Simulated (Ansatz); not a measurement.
A run for Ansatz (a program for electronic structure): U-CCSD(T)/def2-TZVPP on TiH, 2S+1 = 2, a spin state set in the input, which need not be the lowest, a point of a bond scan (R = 1.758 Å).

Ansatz 0.2 input:
```yaml
crystal:
  periodic: [false, false, false]
  atoms:
    - {symbol: Ti, position_ang: [0.00000000, 0.00000000, 0.00000000]}
    - {symbol: H, position_ang: [0.00000000, 0.00000000, 1.75824200]}
basis:
  gaussian:
    orbitals: def2-TZVPP
magnetization: {spin_polarized: true, initial_magnetization: 1}
correlation: {method: ccsd_t, electrons: valence}
output: {orbitals: {seedname: ./end}}
```

The log:

```
WARN ansatz: RAYON_NUM_THREADS=1 ignored (pool sized by the plan → 1); use --threads N
Functional definition: HF
integrals: 0.08 GiB planned
510 factors; integrals over basis functions are off by at most 1.2e-3 eV
mean field: 0.13 GiB planned
mean field evaluation 1: about -23096.2610 eV, gradient 1.8e1 eV
mean field evaluation 2: about -23096.2671 eV, gradient 1.8e1 eV
mean field evaluation 4: about -23099.0460 eV, gradient 3.3e0 eV
mean field evaluation 8: about -23099.2504 eV, gradient 8.1e-1 eV
mean field evaluation 16: about -23101.0165 eV, gradient 6.8e-4 eV
mean field evaluation 32: about -23101.0594 eV, gradient 3.2e-3 eV
mean field evaluation 64: about -23099.1794 eV, gradient 1.1e0 eV
mean field evaluation 96: about -23101.0141 eV, gradient 2.5e-1 eV
mean field evaluation 128: about -23100.9157 eV, gradient 1.2e-3 eV
mean field evaluation 160: about -23098.8287 eV, gradient 2.9e0 eV
mean field evaluation 192: about -23100.5051 eV, gradient 1.0e-1 eV
mean field evaluation 224: about -23101.0214 eV, gradient 2.3e-1 eV
mean field evaluation 256: about -23100.5047 eV, gradient 4.4e-1 eV
mean field evaluation 288: about -23100.5963 eV, gradient 7.5e0 eV
mean field evaluation 320: about -23099.1831 eV, gradient 1.7e0 eV
mean field evaluation 352: about -23100.8174 eV, gradient 2.5e-3 eV
mean field evaluation 384: about -23092.7002 eV, gradient 9.4e0 eV
mean field evaluation 416: about -23100.8171 eV, gradient 6.3e-2 eV
mean field evaluation 448: about -23100.5212 eV, gradient 2.3e0 eV
mean field evaluation 480: about -23100.5341 eV, gradient 1.0e-2 eV
mean field evaluation 512: about -23098.1198 eV, gradient 4.7e-1 eV
mean field evaluation 544: about -23100.2244 eV, gradient 4.7e-1 eV
mean field evaluation 576: about -23100.2545 eV, gradient 9.7e-1 eV
mean field evaluation 608: about -23100.2643 eV, gradient 4.3e-1 eV
mean field evaluation 640: about -23100.4150 eV, gradient 4.0e-1 eV
mean field evaluation 672: about -23100.5056 eV, gradient 2.3e-1 eV
mean field evaluation 704: about -23100.9288 eV, gradient 8.0e-2 eV
mean field evaluation 736: about -23093.6217 eV, gradient 1.6e1 eV
mean field evaluation 768: about -23099.4718 eV, gradient 6.0e-1 eV
mean field evaluation 800: about -23099.3501 eV, gradient 4.7e-1 eV
mean field evaluation 832: about -23099.5594 eV, gradient 4.9e-1 eV
mean field evaluation 864: about -23099.0611 eV, gradient 4.0e-1 eV
mean field evaluation 896: about -23098.9252 eV, gradient 4.9e-1 eV
mean field evaluation 928: about -23098.7523 eV, gradient 1.8e0 eV
mean field evaluation 960: about -23098.9617 eV, gradient 3.4e-2 eV
mean field evaluation 992: about -23098.9247 eV, gradient 6.3e-2 eV
mean field evaluation 1024: about -23098.8838 eV, gradient 3.3e-1 eV
mean field evaluation 1056: about -23100.7832 eV, gradient 1.5e0 eV
mean field evaluation 1088: about -23100.8174 eV, gradient 7.6e-4 eV
mean field evaluation 1120: about -23100.9062 eV, gradient 1.2e-1 eV
mean field -23101.05937564 eV, -848.9482735943 hartree, gradient 5.3e-6 eV, S^2 1.758924; 30 other end points of the search recorded, 0 dependent functions left out
determinant -23101.05937564 eV, -848.9482735943 hartree, with singles and doubles -23110.07403838 eV, -849.2795563398 hartree
determinant -23101.01648663 eV, -848.9466974524 hartree, with singles and doubles -23110.04842086 eV, -849.2786149131 hartree
determinant -23100.91567516 eV, -848.9429926990 hartree, with singles and doubles -23110.02218679 eV, -849.2776508288 hartree
determinant -23100.81742951 eV, -848.9393822380 hartree, with singles and doubles -23109.94512212 eV, -849.2748187546 hartree
determinant -23100.53412927 eV, -848.9289711463 hartree, with singles and doubles -23109.74219276 eV, -849.2673612380 hartree
determinant -23100.50579824 eV, -848.9279300000 hartree, with singles and doubles -23109.77625889 eV, -849.2686131453 hartree
determinant -23100.49029141 eV, -848.9273601348 hartree, with singles and doubles -23109.76006130 eV, -849.2680178948 hartree
determinant -23099.70583592 eV, -848.8985319271 hartree, with singles and doubles -23109.93871416 eV, -849.2745832664 hartree
determinant -23099.27965709 eV, -848.8828701440 hartree, with singles and doubles -23108.94227983 eV, -849.2379649801 hartree
determinant -23098.96282476 eV, -848.8712267707 hartree, with singles and doubles -23108.04105753 eV, -849.2048456714 hartree
determinant -23098.92507725 eV, -848.8698395752 hartree, with singles and doubles -23108.51467164 eV, -849.2222506689 hartree
determinant -23098.88114651 eV, -848.8682251503 hartree, with singles and doubles -23107.97373150 eV, -849.2023714855 hartree
determinant -23098.86868985 eV, -848.8677673766 hartree, with singles and doubles -23108.62685763 eV, -849.2263734282 hartree
determinant -23101.05937564 eV, -848.9482735943 hartree, with singles and doubles -23110.08568037 eV, -849.2799841750 hartree
determinant -23101.01648663 eV, -848.9466974524 hartree, with singles and doubles -23110.06064732 eV, -849.2790642271 hartree
determinant -23100.91567516 eV, -848.9429926990 hartree, with singles and doubles -23110.03304074 eV, -849.2780497041 hartree
determinant -23100.81742951 eV, -848.9393822380 hartree, with singles and doubles -23109.95825819 eV, -849.2753014963 hartree
determinant -23100.53412927 eV, -848.9289711463 hartree, with singles and doubles -23109.74908300 eV, -849.2676144498 hartree
determinant -23100.50579824 eV, -848.9279300000 hartree, with singles and doubles -23109.80684795 eV, -849.2697372725 hartree
determinant -23100.49029141 eV, -848.9273601348 hartree, with singles and doubles -23109.78452827 eV, -849.2689170393 hartree
determinant -23099.70583592 eV, -848.8985319271 hartree, with singles and doubles -23109.94241843 eV, -849.2747193958 hartree
determinant -23099.27174827 eV, -848.8825795002 hartree, with singles and doubles -23109.61572191 eV, -849.2627135200 hartree
5 core orbitals not correlated
reference -23101.05937564 eV, -848.9482735943 hartree; 7, 6 occupied and 66, 67 virtual orbitals, 510 factors
second order -8.03179373 eV of doubles, -0.00000000 eV of singles
coupled cluster: 0.27 GiB planned
cycle   1  -9.02630519 eV  change   -4.5e-7 eV  update   5.5e-6
coupled cluster: 0.27 GiB planned
perturbative correction -0.29031676 eV, -0.0106689440 hartree
WARN: the results are in doubt because among natural orbitals the method converges to other amplitudes
Total energy: -23110.37599758 eV, -849.2906531356 hartree
In doubt: among natural orbitals the method converges to other amplitudes
```

The run converged. Its determinant has ⟨S²⟩ = 1.76, a mixture of spin states.

Warnings raised: other amplitudes.

Cost: very roughly 2.1 core-minutes.
